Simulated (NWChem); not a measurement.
System meant: BiH2O2F; SMILES [OH][Bi]([OH])[F]

The following NWChem deck was run.

```
start job
memory heap 200 mb stack 900 mb global 1100 mb
geometry units angstroms noautoz
  Bi    -0.024348    -0.094460    -0.247400
  F      0.143489     1.919184     0.039027
  O     -1.617732    -0.411714     1.035057
  H     -1.384002    -0.207145     1.950909
  O      1.499094    -0.439372     1.118910
  H      1.744611     0.406422     1.521172
end
basis spherical
  Bi library def2-svp
  F library def2-svp
  O library def2-svp
  H library def2-svp
end
ecp
  Bi library def2-ecp
end
dft
  xc pbe0
  iterations 4
  mulliken
end
task dft energy
```

End of the output:

```
    Atom       Charge   Shell Charges
 -----------   ------   -------------------------------------------------------
    1 Bi  23    22.01   1.48  0.48  1.08  0.73  4.07  1.66  1.34  0.77  9.36  1.05
    2 F    9     9.40   1.98  1.04  0.84  3.20  2.34  0.00
    3 O    8     8.37   1.97  0.92  0.66  2.68  2.12  0.01
    4 H    1     0.93   0.56  0.19  0.19
    5 O    8     8.36   1.97  0.92  0.67  2.66  2.13  0.01
    6 H    1     0.93   0.56  0.19  0.19

 center of mass
 --------------
 x =  -0.01869522 y =  -0.00696852 z =  -0.10393378

 moments of inertia (a.u.)
 ------------------
         503.305649330644          -0.000000000000          -0.000000000000
          -0.000000000000         457.849385740987           0.000000000000
          -0.000000000000           0.000000000000         585.619170492424

     Multipole analysis of the density
     ---------------------------------

     L   x y z        total         alpha         beta         nuclear
     -   - - -        -----         -----         ----         -------
     0   0 0 0      0.000000    -25.000000    -25.000000     50.000000

     1   1 0 0      0.253352      0.021688      0.021688      0.209975
     1   0 1 0      0.030621     -2.952128     -2.952128      5.934878
     1   0 0 1     -0.710561    -15.923508    -15.923508     31.136456

     2   2 0 0    -37.862326    -86.496288    -86.496288    135.130249
     2   1 1 0      0.453191     -2.870787     -2.870787      6.194764
     2   1 0 1      1.306706     -1.604895     -1.604895      4.516496
     2   0 2 0    -36.159399    -98.855446    -98.855446    161.551494
     2   0 1 1      0.490914      3.732277      3.732277     -6.973640
     2   0 0 2    -28.514293    -55.409761    -55.409761     82.305230

 ------------------------------------------------------------------------
 dft energy failed                                                                                  0
 ------------------------------------------------------------------------
 ------------------------------------------------------------------------
  current input line :
    25: task dft energy
 ------------------------------------------------------------------------
 ------------------------------------------------------------------------
 This type of error is most commonly associated with calculations not reaching convergence criteria
 ------------------------------------------------------------------------
 For more information see the NWChem manual at https://nwchemgit.github.io

0:dft energy failed:Received an Error in Communication
```

Q: Find the fault in this run and fix the input.

A: The run did not converge; its last values are not results. Cause: the SCF was allowed too few iterations. This input runs:
```
start job
memory heap 200 mb stack 900 mb global 1100 mb
geometry units angstroms noautoz
  Bi    -0.024348    -0.094460    -0.247400
  F      0.143489     1.919184     0.039027
  O     -1.617732    -0.411714     1.035057
  H     -1.384002    -0.207145     1.950909
  O      1.499094    -0.439372     1.118910
  H      1.744611     0.406422     1.521172
end
basis spherical
  Bi library def2-svp
  F library def2-svp
  O library def2-svp
  H library def2-svp
end
ecp
  Bi library def2-ecp
end
dft
  xc pbe0
  iterations 150
  mulliken
end
task dft energy
```
It converges to -465.70550 Ha (PBE0/def2-SVP with def2 effective core potentials on Bi).
